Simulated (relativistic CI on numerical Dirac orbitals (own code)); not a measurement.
## Slater and spin-orbit integrals, Pt8+

These numbers are calculated, not measured: Dirac-Coulomb-Breit CI, orbitals from a KLI potential per configuration, model QED (radiative potential, 1s self-energy scaled to tabulated hydrogen-like ionisation energies), unscaled Slater integrals (own radial code, finite nucleus).

Slater integrals F^k, G^k are unscaled and averaged over j, outside the closed core [Kr] 4d10 4f14; ζ comes from projecting the Hamiltonian with its Breit term on Σ l·s of the shell.

- 5s²5p⁶5d²: F^2(5d,5d) = 83470, F^4(5d,5d) = 56732, ζ(5d) = 6892.4 cm⁻¹; <r>(5d) = 1.273, <r^2>(5d) = 1.827 (bohr units).
- 5s²5p⁶5d6s: ζ(5d) = 7143.8, G^2(5d,6s) = 25031 cm⁻¹; <r>(5d) = 1.266, <r^2>(5d) = 1.81, <r>(6s) = 1.889, <r^2>(6s) = 3.955 (bohr units).
- 5s²5p⁶5d5f: ζ(5d) = 7154.8, F^2(5d,5f) = 57158, F^4(5d,5f) = 36079, G^1(5d,5f) = 63329, G^3(5d,5f) = 39408, G^5(5d,5f) = 28194, ζ(5f) = 307.14 cm⁻¹; <r>(5d) = 1.267, <r^2>(5d) = 1.81, <r>(5f) = 1.869, <r^2>(5f) = 3.961 (bohr units).

(1) Give the Racah parameters of the d shell in 5s²5p⁶5d².

Averages of the first 10 configurations, taken without configuration mixing, which lowers the lowest level and can move excited configurations by several eV; other configurations of the list can lie among them:

```json
{"Configuration": "5s²5p⁶5d²", "Parity": "even", "States": "45", "Average energy above the lowest level (eV)": "4.6"}
{"Configuration": "5s²5p⁶5d6s", "Parity": "even", "States": "20", "Average energy above the lowest level (eV)": "29.3"}
{"Configuration": "5s²5p⁶5d5f", "Parity": "odd", "States": "140", "Average energy above the lowest level (eV)": "58.0"}
{"Configuration": "5s²5p⁶6s²", "Parity": "even", "States": "1", "Average energy above the lowest level (eV)": "56.4"}
{"Configuration": "5s²5p⁵5d³", "Parity": "odd", "States": "720", "Average energy above the lowest level (eV)": "66.0"}
{"Configuration": "5s²5p⁶5d6p", "Parity": "odd", "States": "60", "Average energy above the lowest level (eV)": "44.4"}
{"Configuration": "5s²5p⁶6s6p", "Parity": "odd", "States": "12", "Average energy above the lowest level (eV)": "70.5"}
{"Configuration": "5s²5p⁶5f²", "Parity": "even", "States": "91", "Average energy above the lowest level (eV)": "113.4"}
{"Configuration": "5s²5p⁶5d5g", "Parity": "even", "States": "180", "Average energy above the lowest level (eV)": "84.3"}
{"Configuration": "5s²5p⁶5f6s", "Parity": "odd", "States": "28", "Average energy above the lowest level (eV)": "84.7"}
```

Answers

(1) B = F²/49 − 5F⁴/441 = 1060 cm⁻¹ and C = 35F⁴/441 = 4503 cm⁻¹.
